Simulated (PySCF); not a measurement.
Cost against size for one kind of job: PySCF 2.14.0, density-fitted response routines, GIAO PBE0/pcSseg-1 NMR shielding, non-relativistic, gas phase; work: shieldings, charges and field gradients. Hardware: one thread, Arm Neoverse V1, shared host. The host was shared with other jobs, so the times are rough.

```json
{"species (SMILES)": "N#C[B-](C#N)(C#N)C#N", "atoms": "9", "electrons": "58", "basis functions": "153", "SCF cycles": "13", "wall time": "13 s"}
{"species (SMILES)": "C=CC(=O)OC(C)C", "atoms": "18", "electrons": "62", "basis functions": "186", "SCF cycles": "14", "wall time": "?"}
{"species (SMILES)": "C=C(C)C(=O)OCC", "atoms": "18", "electrons": "62", "basis functions": "186", "SCF cycles": "14", "wall time": "?"}
{"species (SMILES)": "C=CC(=O)OCCC", "atoms": "18", "electrons": "62", "basis functions": "186", "SCF cycles": "14", "wall time": "30 s"}
{"species (SMILES)": "C[SiH2]OC(C)(C)C", "atoms": "21", "electrons": "66", "basis functions": "196", "SCF cycles": "13", "wall time": "33 s"}
{"species (SMILES)": "C#C[Si@@](C#C[SiH3])(CC)CCl", "atoms": "21", "electrons": "98", "basis functions": "246", "SCF cycles": "15", "wall time": "58 s"}
```

**Question.** Estimate the withheld figures.

**Answer.** `C=CC(=O)OC(C)C`: 26 s; `C=C(C)C(=O)OCC`: 26 s.

**Question.** Which species took longest, and how many times the shortest run?

**Answer.** `C#C[Si@@](C#C[SiH3])(CC)CCl`, at 58 s: about 4.5 times the shortest (13 s).
